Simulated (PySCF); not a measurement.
C2H5F3OSi.
Numbering: `[OH:1][SiH2:2][CH2:3][C:4]([F:5])([F:6])[F:7]` (hydrogens: H8 on O1; H9, H10 on Si2; H11, H12 on C3)

Computed, not measured: PBE0-D3(BJ)/def2-SVP geometry optimisation, gas phase in PySCF.

Task: What internal coordinates does the optimisation give?

Result: 
```
           bond  length (Å)   order
         O1–Si2       1.661  single
         Si2–C3       1.898  single
          C3–C4       1.499  single
          C4–F5       1.353  single
   C4–F6, C4–F7       1.336  single
          O1–H8       0.963  single
Si2–H9, Si2–H10       1.490  single
 C3–H11, C3–H12       1.101  single
```

Bonds in one row agree within 0.01 Å and their mean is given. Orders are formal, as drawn. A selection of angles:
```
     angle  degrees
 Si2–O1–H8    115.1
 O1–Si2–C3    109.9
 O1–Si2–H9    112.6
O1–Si2–H10    107.2
 C3–Si2–H9    108.7
C3–Si2–H10    108.1
H9–Si2–H10    110.2
 Si2–C3–C4    114.4
Si2–C3–H11    110.1
 C4–C3–H11    108.1
H11–C3–H12    107.5
  C3–C4–F5    111.1
  C3–C4–F6    112.9
  F5–C4–F6    106.6
```

Dihedral angles: O1–Si2–C3–C4 63° (synclinal); Si2–C3–C4–F5 -53° (synclinal); H8–O1–Si2–C3 -46° (synclinal). The mirror-image conformer, all signs reversed, is as good.

Si2 (oxygen-bound silicon) is tetrahedral (angles from 107.2° to 112.6°). H8 on O1 lies 2.33 Å from F5, 5 bonds away (angle at H 124°; Bondi radii sum to 2.67 Å). Of the pairs four or more bonds apart, those above aside, O1···F5 is among the closest relative to their van der Waals radii: 2.98 Å, 100 % of the sum of Bondi's values.

Point group: C1 (no symmetry element, even within 0.4 Å). PBE0-D3(BJ)/def2-SVP frequencies: not computed here. One conformer, not necessarily the lowest (H–O1–Si2–C3 -46°, O1–Si2–C3–C4 63°).

Hardware: an Arm Neoverse V2 with one thread, shared host with 96 logical CPUs at a one-minute load of 49. Cost: 35 s, 0.50 GiB resident at most. This is the geometry optimisation.
